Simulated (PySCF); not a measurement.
A structure optimised at PBE-D3(BJ)/def2-SVP, used in a PySCF frequency run:

```
B
C 1 1.5622
H 2 1.1086 1 116.03
H 2 1.1089 3 110.63 1 -135.33
H 2 1.1228 3 105.38 4 -113.22
Si 1 2.0273 2 120.95 3 -154.24
H 6 1.5077 1 114.22 2 -148.24
H 6 1.5101 7 108.49 1 -128.54
H 6 1.5144 7 106.81 8 -115.12
Si 1 2.0276 2 122.41 3 28.27
H 10 1.5095 1 111.49 2 -140.58
H 10 1.5096 11 108.20 1 -127.65
H 10 1.5132 11 106.37 12 -115.38
```

Problem. Write its SMILES and formula.

Solution. CB([SiH3])[SiH3], CH9BSi2

Problem. What are its rotational constants (standard atomic weights)?

Solution. 4.7531, 2.4427, 1.6939 GHz
